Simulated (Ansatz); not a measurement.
Two structures of BAsH5Br, closed shell, reached by relaxing down either side of one saddle point (PBE0-D4/def2-TZVP). Energies are electronic, without zero-point energy. Ansatz 0.2.0; basis: def2-TZVPP and def2-QZVPP; cores frozen in the correlated methods. Filled d shells of the heavier atoms are correlated. The def2 sets are not built for correlating such inner shells, so the correlated values are less sure here. Extrapolation: Hartree–Fock as exp(−7.88 √X), correlation as X^−2.97. First:

```
8
angstrom
B -0.4848 -0.6240 -1.2654
Br 1.3227 -0.8960 -1.7773
H -1.0666 -1.5416 -0.7819
H -0.9843 0.4232 -1.5231
H -0.7176 -0.0514 1.0102
As 0.0965 0.8958 1.8888
H 0.4915 1.7580 0.7001
H 1.3426 0.0359 1.7486
```

Second:

| atom | x (Å) | y (Å) | z (Å) |
| --- | --- | --- | --- |
| B1 | -1.0003 | -0.1810 | -0.3732 |
| Br2 | 1.1735 | -0.8951 | -1.5459 |
| H3 | -1.3938 | -1.3049 | -0.2901 |
| H4 | -1.3425 | 0.5005 | -1.2914 |
| H5 | 2.0389 | -0.3494 | -0.5573 |
| As6 | -0.5090 | 0.7580 | 1.3449 |
| H7 | 0.5438 | 1.7153 | 0.8133 |
| H8 | 0.4893 | -0.2435 | 1.8996 |

Which bonds change from the first to the second?

BH₂Br ([BH2][Br]) + AsH₃ → BAsH₄ ([BH2][AsH2]) + HBr; bonds formed: B1–As6, Br2–H5; bonds broken: B1–Br2, H5–As6.

Give the saddle point's structure and its height above each. (Judge from chemistry; the value comes from the calculation.)

Computed: 89.6 kJ/mol above the first and 28.4 kJ/mol above the second (CCSD(T) at an estimated basis limit (MP2 extrapolated from triple and quadruple zeta, plus CCSD(T) − MP2 in triple zeta)).
B1  (-0.780, -0.252, -0.493)
Br2  (1.332, -0.918, -1.589)
H3  (-1.208, -1.348, -0.330)
H4  (-1.157, 0.483, -1.348)
H5  (0.814, -0.194, -0.310)
As6  (-0.344, 0.717, 1.272)
H7  (0.703, 1.733, 0.855)
H8  (0.641, -0.222, 1.943)
(Å)

No T1 diagnostic of these runs exceeds 0.012. The end structure is not quite a true minimum (one mode of 64i cm⁻¹).

Labels in which every atom is bracketed show which atoms are joined, not bond orders.

For scale, one of the runs: CCSD(T)/def2-TZVPP, 197 basis functions (an equivalent command: `ansatz run in.yaml --threads 4`). The run took 110 s on 4 CPU threads (shared host), with 2.4 GiB of host memory at its peak.
